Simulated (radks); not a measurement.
The numbers below are computed, except where a source is named.
Species: the caesium ion Cs28+. Configuration: [Ar] 3d9. Code: a radial shooting solver on a logarithmic mesh with Libxc functionals. Model: Dirac Kohn-Sham, exchange-only PBE, spin-unpolarised, spherical densities, finite nucleus; open shells fill j = l - 1/2 first; Fermi nuclear charge, rms radius 4.8041 fm. Some entries of the table are withheld. Estimate them.

| orbital | occ. | eigenvalue (Ry) | <r^2> (bohr^2) |
|---|---|---|---|
| 1s1/2 | 2 | -2704.364 | 0.0009248 |
| 2s1/2 | 2 | -485.5052 | 0.01469 |
| 2p1/2 | 2 | (1) | 0.01081 |
| 2p3/2 | 4 | (2) | 0.01207 |
| 3s1/2 | 2 | -153.2729 | 0.09700 |
| 3p1/2 | 2 | (3) | 0.09108 |
| 3p3/2 | 4 | (4) | 0.09793 |
| 3d3/2 | 4 | (5) | 0.07897 |
| 3d5/2 | 5 | (6) | 0.08086 |

Answer. 
(1) 2p1/2 eigenvalue (Ry): -461.5788
(2) 2p3/2 eigenvalue (Ry): -435.5291
(3) 3p1/2 eigenvalue (Ry): -143.4009
(4) 3p3/2 eigenvalue (Ry): -138.0936
(5) 3d3/2 eigenvalue (Ry): -121.1552
(6) 3d5/2 eigenvalue (Ry): -119.9924
